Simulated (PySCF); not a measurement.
**Polarisability and C₆ of Ir (iridium, neutral)**

[Xe] 4f14 5d7 6s2, high-spin 4F determinant. All numbers are calculated (PySCF 2.14, a scalar-relativistic core potential, in aug-cc-pwCVTZ-PP with ECP60MDF (8s8p7d4f3g, 122 functions)). Coupled (time-dependent) response in atomic units; α is the mean over directions.

| method | mean α (bohr³) | C₆ (like pair) | S(−4) |
| --- | --- | --- | --- |
| UHF | 64.32 | 711.3 | 2196 |

S(−4) is the Cauchy moment in α(ω) = α(0) + S(−4) ω² + …

Reference α: 54 ± 7 bohr³ (recommended; Schwerdtfeger and Nagle, table of static dipole polarizabilities (2023 update)). Published C₆: 522.0 (Gould and Bucko (2016)).

Spin-orbit coupling is absent.

Hartree-Fock lies above the reference because it lacks correlation, which contracts the outer shell.

α(iu) at UHF:

```csv
u (hartree),α(iu) (bohr³)
0,64.32
0.0500,59.60
0.100,50.32
0.200,33.94
0.300,23.89
0.500,14.15
0.750,9.025
1.00,6.450
1.50,3.881
2.00,2.621
3.00,1.427
5.00,0.6063
```

A single London oscillator, α(iu) = α/(1 + u²/ω²), gives C₆ = (3/4) ω α². Matching the computed C₆ needs ω = 4 × 711.3 / (3 × 64.32²) = 0.229 hartree.

Energies and moments cover only the electrons outside the core potential. Spin-orbit coupling, absent here, splits the open shell strongly.
